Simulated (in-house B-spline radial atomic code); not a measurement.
# RPA and G0W0 on BHandHLYP: Mg III (Mg2+)

Configuration [He] 2s2 2p6, mean-field start BHandHLYP. Computed with a B-spline radial code for spherical atoms: all electrons, non-relativistic, point nucleus, each spin shell either full or empty, empty states to l = 9 with an (l + 1/2)⁻⁴ tail; G0W0 by contour deformation at full frequency.

Command:
```bash
python run_gw.py task.json out
```
Settings (radii: box in bohr, nucleus in fm):
```
Z                        12
electrons                10
configuration            [He] 2s2 2p6
hamiltonian              nr
method                   bhandhlyp
lmax                     9
spin_polarised           False
box_radius               17.55
intervals                48
```

Run time, properties included: 0.9 s on 1 thread of Arm Neoverse N1, with other jobs on the host.

Energies (hartree):

```csv
term,value
mean-field total,-199.24112
Hartree-Fock functional on these orbitals,-198.82832
direct second order,-0.64541
second-order exchange,0.22938
SOSEX correction,0.21049
```

**Question.** What is the RPA correlation energy, and what remains with SOSEX?

**Answer.** RPA gives -0.57102 hartree (-1.55 eV per electron); RPA + SOSEX gives -0.36053, and the second-order doubles -0.41603 hartree (no singles). RPA lacks exchange-type terms and so overcorrelates at short range.

Quasi-particle levels (eV):

```tsv
level	occupied	mean field	Σx - vxc	Σc	QP weight	G0W0
2p	yes	-74.87	-7.10	?	?	?
2s	yes	-111.28	-10.80	4.79	0.928	-117.30
1s	yes	-1317.17	-36.99	23.18	0.854	-1330.98
3s	no	-17.336	2.80	-0.37	0.997	-14.907
```

G0W0 = mean field + (Σx - vxc) + Σc, with Σc (partial-wave tail included) taken at the quasi-particle energy.

**Question.** Where does G0W0 put 2p?

**Answer.** At -80.25 eV, with Σc = 1.72 eV and a quasi-particle weight of 0.957. The tabulated removal energy is 80.144 eV (NIST, measured); the calculation leaves out relativity, Breit and QED terms, and what these don't explain is the method's own error.
